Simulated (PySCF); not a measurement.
**`CB1CCCC1` in a uniform electric field**

Compound: C5H11B.
Geometry (PBE0-D3(BJ)/def2-SVP, Å), atoms numbered from 1 in this order:
```xyz
17
C5H11B angstrom
C      2.3642    0.4151   -0.4248
B      0.8295    0.1588   -0.2511
C     -0.2969    1.2361    0.0000
C     -1.6150    0.4595   -0.1259
C     -1.2847   -0.9646    0.3348
C      0.1159   -1.2489   -0.2239
H      2.6247    1.4173   -0.7963
H      2.8673   -0.3489   -1.0378
H      2.8066    0.3256    0.5867
H     -0.2377    2.1663   -0.5866
H     -0.1388    1.5419    1.0571
H     -2.4537    0.9037    0.4340
H     -1.9241    0.4361   -1.1862
H     -1.2491   -0.9916    1.4387
H     -2.0484   -1.6978    0.0290
H      0.6587   -2.0789    0.2552
H      0.0438   -1.5233   -1.2991
```

Level: CAM-B3LYP/def2-SVPD (PySCF); nuclei fixed, core orbitals frozen in the response. Permanent dipole (0.213, 0.012, 0.048) D (1 au = 2.5417 D). Static polarisability (au):

```
x   79.76  1.25 -2.23
y    1.25 72.67  0.18
z   -2.23  0.18 61.96
```

Only the terms in μ and α are kept: μ(F) = μ + αF and ΔE = −μ·F − ½ F·αF.

Apply 0.003 au along ±x, ±y and ±z in turn. Tabulate induced and total dipoles and both energy terms.

```json
{"field along": "+x", "induced x (D)": "0.608", "induced y (D)": "0.010", "induced z (D)": "-0.017", "total size (D)": "0.822", "−μ·F (kJ/mol)": "-0.660", "−½F·αF (kJ/mol)": "-0.942"}
{"field along": "−x", "induced x (D)": "-0.608", "induced y (D)": "-0.010", "induced z (D)": "0.017", "total size (D)": "0.401", "−μ·F (kJ/mol)": "+0.660", "−½F·αF (kJ/mol)": "-0.942"}
{"field along": "+y", "induced x (D)": "0.010", "induced y (D)": "0.554", "induced z (D)": "0.001", "total size (D)": "0.610", "−μ·F (kJ/mol)": "-0.037", "−½F·αF (kJ/mol)": "-0.859"}
{"field along": "−y", "induced x (D)": "-0.010", "induced y (D)": "-0.554", "induced z (D)": "-0.001", "total size (D)": "0.581", "−μ·F (kJ/mol)": "+0.037", "−½F·αF (kJ/mol)": "-0.859"}
{"field along": "+z", "induced x (D)": "-0.017", "induced y (D)": "0.001", "induced z (D)": "0.472", "total size (D)": "0.556", "−μ·F (kJ/mol)": "-0.149", "−½F·αF (kJ/mol)": "-0.732"}
{"field along": "−z", "induced x (D)": "0.017", "induced y (D)": "-0.001", "induced z (D)": "-0.472", "total size (D)": "0.483", "−μ·F (kJ/mol)": "+0.149", "−½F·αF (kJ/mol)": "-0.732"}
```

For the field (0.0012, 0.0024, -0.0024) au, what is the induced dipole, and what angle does it make with the field?

αF = (0.265, 0.446, -0.384) D, at 6.2° to the field. The polarisability along this direction, F·αF/F², is 70.08 au, against a mean of 71.46 au.

At what field along the permanent dipole would the induced dipole along it equal the permanent one, in this linear picture?

The polarisability along the dipole is 78.07 au, so F = 0.0860 au / 78.07 au = 0.0011 au = 0.06 V/Å; higher-order terms are ignored.

What field makes μF equal to kT at 200 K?

kT = 0.6334 × 10⁻³ Eh, so F = 0.00736 au = 37.9 MV/cm.

A unit point charge sits 12 Å away. Estimate the induction energy −αe²/2R⁴ with the mean polarisability, treating the molecule as a point.

R = 22.68 bohr, so the energy is −71.5/(2 × 22.68⁴) Eh = -0.355 kJ/mol. The charge–dipole term at its most favourable orientation, −μe/R², is -0.439 kJ/mol.

Isolated species at its PBE0-D3(BJ)/def2-SVP geometry (one conformer only).
